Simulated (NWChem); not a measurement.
System: SiCl3 cation

Input file for NWChem:

```
start job
memory heap 200 mb stack 900 mb global 1100 mb
charge 1
geometry units angstroms noautosym nocenter noautoz
  Cl     1.388346     1.388346     0.000000
  Si     0.000000     0.000000     0.000000
  Cl     0.508170    -1.896516     0.000000
  Cl    -1.896516     0.508170     0.000000
end
basis spherical
  Cl library aug-cc-pvdz
  Si library aug-cc-pvdz
end
dft
  xc b3lyp
  iterations 150
end
property
  response 1 0.0773
end
task dft property
```

Output (shortened):

```
             Northwest Computational Chemistry Package (NWChem) 7.3.0
             --------------------------------------------------------

                             Geometry "geometry" -> ""
                             -------------------------

 Output coordinates in angstroms (scale by  1.889725989 to convert to a.u.)

  No.       Tag          Charge          X              Y              Z
 ---- ---------------- ---------- -------------- -------------- --------------
    1 Cl                  17.0000     1.38834600     1.38834600     0.00000000
    2 Si                  14.0000     0.00000000     0.00000000     0.00000000
    3 Cl                  17.0000     0.50817000    -1.89651600     0.00000000
    4 Cl                  17.0000    -1.89651600     0.50817000     0.00000000

 Effective nuclear repulsion energy (a.u.)     327.3470032917

                              NWChem Property Module
                              ----------------------

                                 NWChem DFT Module
                                 -----------------

 Summary of "ao basis" -> "ao basis" (spherical)
 ------------------------------------------------------------------------------
       Tag                 Description            Shells   Functions and Types
 ---------------- ------------------------------  ------  ---------------------
 Cl                       aug-cc-pvdz               11       27   5s4p2d
 Si                       aug-cc-pvdz               11       27   5s4p2d

            General Information
            -------------------
          SCF calculation type: DFT
          Wavefunction type:  closed shell.
          No. of atoms     :     4
          No. of electrons :    64
           Alpha electrons :    32
            Beta electrons :    32
          Charge           :     1
          Spin multiplicity:     1
          Use of symmetry is: off; symmetry adaption is: off
          Maximum number of iterations: 150
          AO basis - number of functions:   108
                     number of shells:    44
          Convergence on energy requested:  1.00D-06
          Convergence on density requested:  1.00D-05
          Convergence on gradient requested:  5.00D-04

              XC Information
              --------------
                         B3LYP Method XC Potential
                     Hartree-Fock (Exact) Exchange  0.200
                        Slater Exchange Functional  0.800 local
                    Becke 1988 Exchange Functional  0.720 non-local
              Lee-Yang-Parr Correlation Functional  0.810
                  VWN I RPA Correlation Functional  0.190 local

             Grid Information
             ----------------
          Grid used for XC integration:  medium
          Radial quadrature: Mura-Knowles
          Angular quadrature: Lebedev.
          Tag              B.-S. Rad. Rad. Pts. Rad. Cut. Ang. Pts.
          ---              ---------- --------- --------- ---------
          Cl                  1.00       88          13.0       590
          Si                  1.10       88          11.0       590
          Grid pruning is: on
          Number of quadrature shells:   352
          Spatial weights used:  Erf1

      Superposition of Atomic Density Guess
      -------------------------------------

 Sum of atomic energies:       -1667.26432067

 Renormalizing density from      65.00 to     64

      Non-variational initial energy
      ------------------------------

 Total energy =   -1652.267636
 1-e energy   =   -2912.753276
 2-e energy   =     933.138637
 HOMO         =      -0.729623
 LUMO         =      -0.333972

   convergence    iter        energy       DeltaE   RMS-Dens  Diis-err
 ---------------- ----- ----------------- --------- --------- ---------
 d= 0,ls=0.0,diis     1  -1669.8587071407 -2.00D+03  1.35D-02  1.37D+00
 d= 0,ls=0.0,diis     2  -1669.7452012119  1.14D-01  9.21D-03  1.56D+00
 d= 0,ls=0.0,diis     3  -1669.9492527432 -2.04D-01  2.18D-03  1.36D-01
 d= 0,ls=0.0,diis     4  -1669.9702967404 -2.10D-02  2.56D-04  1.89D-03
 d= 0,ls=0.0,diis     5  -1669.9705676092 -2.71D-04  3.38D-05  2.69D-05
  Resetting Diis
 d= 0,ls=0.0,diis     6  -1669.9705708803 -3.27D-06  5.39D-06  3.14D-07
 d= 0,ls=0.0,diis     7  -1669.9705709346 -5.44D-08  6.13D-07  2.16D-09

         Total DFT energy =    -1669.970570934636
      One electron energy =    -2944.086781965007
           Coulomb energy =     1052.286509951864
    Exchange-Corr. energy =     -105.517302213157
 Nuclear repulsion energy =      327.347003291665

 Numeric. integr. density =       63.999999910887

                       DFT Final Molecular Orbital Analysis
                       ------------------------------------

 Vector   30  Occ=2.000000D+00  E=-5.792924D-01
              MO Center=  6.3D-01,  6.7D-01,  8.6D-10, r^2= 3.8D+00
   Bfn.  Coefficient  Atom+Function         Bfn.  Coefficient  Atom+Function
  ----- ------------  ---------------      ----- ------------  ---------------
    11      0.514139  1 Cl pz                14      0.357216  1 Cl pz
    92     -0.265149  4 Cl pz                65     -0.248990  3 Cl pz
    95     -0.184221  4 Cl pz                68     -0.172994  3 Cl pz
    48     -0.065910  2 Si d  1              46      0.063561  2 Si d -1

 Vector   31  Occ=2.000000D+00  E=-5.792924D-01
              MO Center= -6.3D-01, -6.7D-01, -1.3D-10, r^2= 3.8D+00
   Bfn.  Coefficient  Atom+Function         Bfn.  Coefficient  Atom+Function
  ----- ------------  ---------------      ----- ------------  ---------------
    65      0.449922  3 Cl pz                92     -0.440593  4 Cl pz
    68      0.312599  3 Cl pz                95     -0.306117  4 Cl pz
    46     -0.065910  2 Si d -1              48     -0.063561  2 Si d  1

 Vector   32  Occ=2.000000D+00  E=-5.570625D-01
              MO Center= -2.4D-06, -2.4D-06, -8.5D-11, r^2= 4.9D+00
   Bfn.  Coefficient  Atom+Function         Bfn.  Coefficient  Atom+Function
  ----- ------------  ---------------      ----- ------------  ---------------
    63      0.368455  3 Cl px                91     -0.368455  4 Cl py
     9     -0.269727  1 Cl px                10      0.269727  1 Cl py
    66      0.265098  3 Cl px                94     -0.265098  4 Cl py
    12     -0.194064  1 Cl px                13      0.194064  1 Cl py
    64      0.098727  3 Cl py                90     -0.098727  4 Cl px

 Vector   33  Occ=0.000000D+00  E=-3.171833D-01
              MO Center= -1.3D-06, -1.3D-06, -1.2D-08, r^2= 3.3D+00
   Bfn.  Coefficient  Atom+Function         Bfn.  Coefficient  Atom+Function
  ----- ------------  ---------------      ----- ------------  ---------------
    38      0.575430  2 Si pz                41      0.553610  2 Si pz
    11     -0.229197  1 Cl pz                65     -0.229197  3 Cl pz
    92     -0.229197  4 Cl pz                14     -0.213216  1 Cl pz
    68     -0.213218  3 Cl pz                95     -0.213218  4 Cl pz
    17     -0.079035  1 Cl pz                71     -0.079036  3 Cl pz

 Vector   34  Occ=0.000000D+00  E=-3.019558D-01
              MO Center= -1.2D-06, -1.2D-06,  9.1D-09, r^2= 4.0D+00
   Bfn.  Coefficient  Atom+Function         Bfn.  Coefficient  Atom+Function
  ----- ------------  ---------------      ----- ------------  ---------------
    31      0.855685  2 Si s                 30      0.465634  2 Si s
    64     -0.288427  3 Cl py                90     -0.288427  4 Cl px
    67     -0.274821  3 Cl py                93     -0.274821  4 Cl px
     9      0.211143  1 Cl px                10      0.211143  1 Cl py
    32      0.203085  2 Si s                 12      0.201181  1 Cl px

 Vector   35  Occ=0.000000D+00  E=-1.654514D-01
              MO Center= -6.7D-02, -6.7D-02, -2.0D-09, r^2= 5.4D+00
   Bfn.  Coefficient  Atom+Function         Bfn.  Coefficient  Atom+Function
  ----- ------------  ---------------      ----- ------------  ---------------
    39      0.466375  2 Si px                40      0.466814  2 Si py
    36      0.337576  2 Si px                37      0.337893  2 Si py
     4     -0.286515  1 Cl s                 50     -0.275048  2 Si d -2
    66     -0.275779  3 Cl px                94     -0.275870  4 Cl py
    45     -0.236910  2 Si d -2              69     -0.219983  3 Cl px

     Multipole analysis of the density
     ---------------------------------

     L   x y z        total         alpha         beta         nuclear
     -   - - -        -----         -----         ----         -------
     0   0 0 0      1.000000    -32.000000    -32.000000     65.000000

     1   1 0 0      0.000000      0.000000      0.000000      0.000000
     1   0 1 0      0.000000      0.000000      0.000000      0.000000
     1   0 0 1      0.000000      0.000000      0.000000      0.000000

     2   2 0 0    -28.482428   -189.763923   -189.763923    351.045418
     2   1 1 0      0.000003      0.000015      0.000015     -0.000028
     2   1 0 1     -0.000000     -0.000000     -0.000000      0.000000
     2   0 2 0    -28.482427   -189.763923   -189.763923    351.045418
     2   0 1 1      0.000000      0.000000      0.000000      0.000000
     2   0 0 2    -32.804589    -16.402295    -16.402295      0.000000

 *** CALLING NEW AORESP DRIVER FOR CLOSED AND OPEN SHELLS ***
 Entering AOResponse driver routine

[...]

 DFT Linear Response polarizability / au
 Frequency  =       0.0773000 / au
 Wavelength =     589.4353558 / nm
              X              Y              Z
 -----------------------------------------------
 X      67.9512677     -0.0001408     -0.0000000
 Y      -0.0001408     67.9512677     -0.0000000
 Z      -0.0000000     -0.0000000     40.7571722
 -----------------------------------------------
 Eigenvalues =      67.9514085     67.9511269     40.7571722
 Isotropic   =      58.8865692
 Anisotropic =      27.1940955
 -----------------------------------------------

 Magnetic Dipole Response Matrix (nonzero elements):

 Exiting AOResponse driver routine
```

Level: B3LYP/aug-cc-pVDZ. Structure relaxed at the PBE0/def2-SVP level.
